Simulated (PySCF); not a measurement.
This PySCF input asks for the NMR shieldings of `CC[AsH2]`, C2H7As; the geometry comes from GFN2-xTB.

```python
import basis_set_exchange as bse
import numpy as np
from pyscf import gto, dft
from pyscf.prop import nmr

atoms = """
C    -0.854342    0.585133   -0.312093
C    -0.182942   -0.767769   -0.134292
As    1.647160   -0.683545    0.627073
H    -0.941546    1.097805    0.645688
H    -0.271350    1.216802   -0.982127
H    -1.853864    0.474612   -0.732054
H    -0.786415   -1.403566    0.521551
H    -0.118233   -1.284545   -1.097262
H     2.086334    0.455563   -0.251103
H     1.284081    0.314166    1.692092
"""
names = dict.fromkeys(["C", "As", "H"], "pcSseg-1")
basis = {el: gto.basis.parse(bse.get_basis(n, elements=[el], fmt="nwchem")) for el, n in names.items()}
mol = gto.M(atom=atoms, basis=basis, charge=0, verbose=0)
mf = dft.RKS(mol, xc="PBE0")
mf.grids.level = 2
mf.grids.alignment = dft.numint.BLKSIZE   # the property module wants whole blocks of grid points
mf.conv_tol = 1e-9
mf.kernel()

calc = nmr.RKS(mf)   # GIAO
C = mf.mo_coeff
Co = C[:, mf.mo_occ > 0]
resp = mf.gen_response(singlet=True, hermi=2)
def vind(x):   # induced exchange potential for any number of trial vectors
    d = np.einsum("pi,xij,qj->xpq", C, 2 * x.reshape(-1, C.shape[1], Co.shape[1]), Co, optimize=True)
    return np.einsum("xpq,pi,qj->xij", resp(d - d.transpose(0, 2, 1)), C, Co, optimize=True).ravel()
mo1, _ = nmr.rhf.solve_mo1(calc, with_cphf=vind)
sigma = calc.kernel(mo1)
for i, s in enumerate(sigma):   # ppm
    w = np.linalg.eigvalsh((s + s.T) / 2)
    print("%2d %-2s iso %8.1f  s11 %8.1f  s22 %8.1f  s33 %8.1f" % (i, mol.atom_pure_symbol(i), w.mean(), *w))
```

**Question.** What are the results?

**Answer.** 
```
 0 C  iso    161.8  s11    143.4  s22    154.2  s33    187.7
 1 C  iso    170.0  s11    164.3  s22    164.8  s33    181.0
 2 As iso   1629.5  s11   1460.3  s22   1488.4  s33   1939.7
 3 H  iso     30.4  s11     26.1  s22     29.1  s33     35.8
 4 H  iso     30.4  s11     26.1  s22     29.1  s33     35.8
 5 H  iso     30.0  s11     24.6  s22     26.8  s33     38.5
 6 H  iso     30.3  s11     24.8  s22     28.7  s33     37.5
 7 H  iso     30.3  s11     24.8  s22     28.7  s33     37.5
 8 H  iso     28.8  s11     22.5  s22     24.9  s33     39.1
 9 H  iso     28.8  s11     22.5  s22     24.9  s33     39.1
```

These numbers come from an equivalent density-fitted implementation of the same equations, which agrees with the script to about 0.01 ppm for H and up to a few tenths of a ppm for heavy atoms, so last digits may differ.

Relativistic effects, spin–orbit coupling among them, are left out; they matter for As and for the light atoms bonded to it.

Size and cost of the density-fitted run: 110 basis functions, 9.8 s wall time on 1 thread of an x86-64 server CPU, shared host.
